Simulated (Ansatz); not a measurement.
`F[SiH]1[SiH2][SiH2]1` + HCl → `Cl[SiH]1[SiH2][SiH2]1` + H–F at 700 K and 1 bar (ligand exchange at the Si–F bond).

Isolated molecules relaxed with PBE0-D4/def2-TZVP in Ansatz; ΔE leaves out vibrations. CCSD(T)/CBS adds triple-zeta CCSD(T) − MP2 to the extrapolated MP2 energy (def2 sets, frozen cores). This one scheme is used for every species.

```csv
species,CCSD(T)/CBS energy (Eh),H − E (kJ/mol),S (J/(mol·K))
`F[SiH]1[SiH2][SiH2]1`,-970.04125,195.1,463.3
HCl,-460.38127,38.4,211.8
`Cl[SiH]1[SiH2][SiH2]1`,-1330.01898,194.0,480.2
H–F,-100.39570,45.2,198.5
```

H − E and S are ideal-gas, rigid-rotor, harmonic terms from PBE0-D4/def2-TZVP. 1 Eh = 2625.50 kJ/mol, R = 8.31446 J/(mol·K).

Q: By hand: ΔE, ΔH, ΔS and ΔG.

A: ΔE = (-1330.01898) + (-100.39570) − (-970.04125) − (-460.38127) = 0.00784 Eh = 20.6 kJ/mol. Δ(H − E) = 194.0 + 45.2 − 195.1 − 38.4 = 5.7, so ΔH = 26.3 kJ/mol. ΔS = 480.2 + 198.5 − 463.3 − 211.8 = 3.6 J/(mol·K). ΔG = 26.3 − 700 × (3.6)/1000 = 23.8 kJ/mol.

Q: By hand: the equilibrium constant, and the temperature at which ΔG would vanish if ΔH and ΔS stayed fixed.

A: log₁₀ K = −ΔG/(RT ln 10) = -1.8. ΔG = 0 at ΔH/ΔS = 7306 K, far beyond where these terms or the molecules hold.

The number of gas molecules stays the same, so ΔS is small and ΔH decides. A doubt of 5 kJ/mol in ΔE shifts log₁₀ K by 0.4 here. These are equilibria of isolated gas molecules and say nothing of rates. Largest T1 diagnostic: 0.015 (customary marks: 0.02 for closed shells, 0.045 for open ones).
